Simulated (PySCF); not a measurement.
Bonds (- single, = double, # triple, : aromatic): N1#C2 1.147 Å, C2-C3 1.403 Å, C3:C4 1.377 Å, C4:C5 1.409 Å, C5:C6 1.365 Å, C6:O7 1.334 Å, O7:C3 1.352 Å. C4 carries H8; C5 carries H9; C6 carries H10.

[PySCF 2.14.0 with density-fitted response routines: GFN2-xTB geometry; σ from GIAO-PBE0/pcSseg-1; no relativistic terms; a single conformation; gas phase]

Scale: ¹³C (σref 186.93) vs TMS (reference shieldings calculated alike).

Do the ¹³C shifts follow the atomic charges (in e)? Tabulate both.

Results:


```csv
atoms,hybridisation,δ (ppm),σ para (ppm),Hirshfeld,IAO,Mulliken,ESP-fitted
C6,sp2,152.0,-215,+0.03,+0.03,+0.18,-0.04
C3,sp2,132.8,-199,+0.06,+0.10,+0.22,+0.16
C4,sp2,132.6,-197,-0.05,-0.17,-0.10,-0.23
C5,sp2,118.6,-186,-0.08,-0.22,-0.14,-0.22
C2,sp,116.5,-187,+0.07,+0.13,+0.12,+0.29
```

Correlation coefficients of δ with charge over these carbons: Hirshfeld +0.18, IAO +0.14, Mulliken +0.45, ESP-fitted -0.18; with the paramagnetic shielding -0.99. Among the 4 sp2 carbons alone: Hirshfeld +0.64, IAO +0.63, Mulliken +0.69, ESP-fitted +0.38. With so few points, grouped by hybridisation, these coefficients are fragile. Charge is one influence among several: hybridisation and low-lying excitations act through the paramagnetic term.

Shifts are as computed. Against solution values, carbons near 30 ppm lie about +3 ppm off and those near 130 ppm about +5 ppm. Of 1211 compounds with measured shifts, 218 miss one by over three times the rms of a fit or turn the order of signals round; such compounds aren't used in these exercises.
